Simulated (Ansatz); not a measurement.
`O[Si](O)(Cl)N[SiH2]Cl` and `O[Si](O)(Cl)[SiH](F)Cl` differ in one atom or group.

Ansatz, PBE0-D4/def2-TZVP geometries, multiplicity 1. Each molecule was computed in one conformer, which needn't be the lowest.

| property | `O[Si](O)(Cl)N[SiH2]Cl` |
| --- | --- |
| HOMO–LUMO gap (B3LYP/def2-TZVPP) / eV | 8.08 |
| LUMO energy (ωB97M-V/def2-TZVPP) / eV | 1.80 |
| HOMO energy (PBE/def2-TZVPP) / eV | -6.95 |
| LUMO energy (B3LYP/def2-TZVPP) / eV | -0.04 |
| HOMO–LUMO gap (PBE/def2-TZVPP) / eV | 6.33 |
| size of the dipole moment (ωB97M-V/def2-TZVPP) / D | 1.59 |

Problem. What does the change do to each property? (Estimate.)

Solution. Ansatz gave: 
```tsv
property	`O[Si](O)(Cl)[SiH](F)Cl`	shift
HOMO–LUMO gap (B3LYP/def2-TZVPP) / eV	7.27	-0.81
LUMO energy (ωB97M-V/def2-TZVPP) / eV	1.14	-0.66
HOMO energy (PBE/def2-TZVPP) / eV	-7.02	-0.07
LUMO energy (B3LYP/def2-TZVPP) / eV	-0.85	-0.81
HOMO–LUMO gap (PBE/def2-TZVPP) / eV	5.48	-0.85
size of the dipole moment (ωB97M-V/def2-TZVPP) / D	2.37	0.78
```

With PBE0 the HOMO rises by 0.07 eV and the LUMO falls by 0.94 eV, so the gap narrows by about 1.01 eV. PBE moves the HOMO by -0.07 eV and ωB97M-V by 0.33 eV. Dipoles are sizes alone; their direction can turn.

B3LYP here is the variant with VWN-RPA as its local correlation; programs differ in this.
